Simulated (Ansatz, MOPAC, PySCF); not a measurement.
Pair of molecules: HCl (SMILES Cl) (first 2 atoms) with Br2 (SMILES BrBr); geometry from B3LYP-D3(BJ)/def2-TZVP.
(charge 0, multiplicity 1):
```xyz
4

Cl    -0.08714    -0.25781     0.07877
H      0.95876     0.48574     0.07410
Br     0.00219     0.14324     5.62324
Br    -0.11015    -0.07751     3.30950
```

Counterpoise-corrected where a basis set is named; no monomer relaxation.

The state reached by PM3 isn't checked.

Programs: Ansatz (Gaussian basis) for Hartree–Fock, density functionals and correlated methods; MOPAC for PM3 (differences of heats of formation); PySCF for M06-2X, the dispersion terms. 

Task: One of these levels gives -0.59 kcal/mol for the interaction energy. Name it.
(A) PBE-D3(BJ)/def2-TZVPPD
(B) HF/def2-SVPD
(C) M06-2X/def2-TZVPPD
(D) PM3

Result: D, PM3. The others give 0.66 (HF/def2-SVPD), -2.85 (PBE-D3(BJ)/def2-TZVPPD), -1.86 (M06-2X/def2-TZVPPD)

Ansatz is a quantum-chemistry and plane-wave program.
